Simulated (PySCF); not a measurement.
# Simulated absorption spectrum

Species: C6H6OS.
Geometry (GFN2-xTB, Å), atoms numbered from 1 in this order:
```
atom  x, y, z in Å
C1     2.605   -0.185   -0.408
C2     1.560   -0.644   -0.047
C3     0.287   -1.124    0.434
C4    -0.877   -0.592   -0.393
C5    -1.180    0.821    0.057
O6    -1.759    1.644   -0.596
C7    -0.665    1.084    1.457
S8    -0.032   -0.471    2.135
H9     3.528    0.187   -0.740
H10    0.294   -2.212    0.512
H11   -1.776   -1.186   -0.201
H12   -0.672   -0.615   -1.463
H13    0.140    1.822    1.412
H14   -1.455    1.471    2.099
```

Level of theory: TDDFT PBE0/def2-SVPD, vertical, gas phase, core orbitals frozen in the response in PySCF.

Each state is given a Gaussian of 0.4 eV full width at half maximum, with ε(max) = 2.175×10⁸ f / Δν̃ (Δν̃ the width in cm⁻¹). The width is an assumption, not a result. The curve ends short of the highest state used, and states not computed would add to its high-energy end.

```tsv
λ (nm)	ε (L mol⁻¹ cm⁻¹)
213.0	1325
216.6	560
220.2	186
223.8	53
227.4	26
231.0	39
234.6	68
238.2	98
241.8	116
245.4	120
249.0	122
252.6	137
256.2	174
259.8	224
263.4	265
267.0	280
270.6	265
274.2	228
277.8	185
281.4	147
285.0	120
288.6	101
292.2	87
295.8	73
299.4	59
303.0	45
306.6	33
310.2	22
313.8	14
317.4	8
321.0	5
324.6	3
328.2	1
331.8	1
335.4	0
339.0	0
```

Q: Locate the maxima and give the states behind the curve.

A: 267 nm (4.64 eV), ε about 280, made up of S2 (97%); 245 nm (5.05 eV), ε about 120, made up of S2 (14%) and S3 (86%) (hardly more than a shoulder) (ε in L mol⁻¹ cm⁻¹; maxima over ε = 5, shares over 10%). At its high-energy end, 5.82 eV, the curve is still rising (ε about 1300, from S4 and S5). The states used: S1 4.26 eV (f 0.0010); S2 4.65 eV (f 0.0040); S3 5.11 eV (f 0.0016); S4 5.96 eV (f 0.010); S5 6.07 eV (f 0.032); S6 6.09 eV (f 0.0020); S7 6.20 eV (f 0.0076); S8 6.42 eV (f 0.014).

Q: What would ε be at 4.64 eV, the highest of these maxima, with half the width (0.2 eV)?

A: About 542 L mol⁻¹ cm⁻¹ against 280, a factor of about 1.9; a lone state at its own centre would give exactly 2.

Q: Coming from long wavelengths, where does ε first pass 100 L mol⁻¹ cm⁻¹?

A: At about 289 nm (4.29 eV), 0.04 eV above S1.

Q: On this curve, what absorbance would a 10⁻⁵ mol/L sample give at 266 nm over a 1 cm path?

A: 266 nm is 4.661 eV, where ε is about 280 L mol⁻¹ cm⁻¹, so A = ε c l ≈ 0.0028 (Beer–Lambert, with the gas-phase spectrum and the assumed width).

One conformer stands for the species.
